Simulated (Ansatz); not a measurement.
```yaml
crystal:
  periodic: [false, false, false]
  atoms:
    - {symbol: I, position_ang: [0.461624, 0.294708, 2.345910]}
    - {symbol: Si, position_ang: [0.711069, -0.107968, -0.178797]}
    - {symbol: I, position_ang: [0.256113, -2.304436, -0.461434]}
    - {symbol: I, position_ang: [-1.055443, 1.618802, -1.333839]}
basis:
  gaussian: {orbitals: def2-mTZVPP}
magnetization: {spin_polarized: true, initial_magnetization: 1}
hamiltonian: {xc: {name: SPW92}}
accuracy: high
scf: {max_iter: 3}
```

```sh
$ ansatz run in.yaml --threads 2 --pin off --events-out ev --progress --plain --max-ram 20480MiB --backend cpu
```

Output, abridged:

```
Error: invalid value for `basis.gaussian`: such a run doesn't read scf.max_iter; remove what it names
```

In this input the input holds a key that doesn't belong there. The program refused the input.
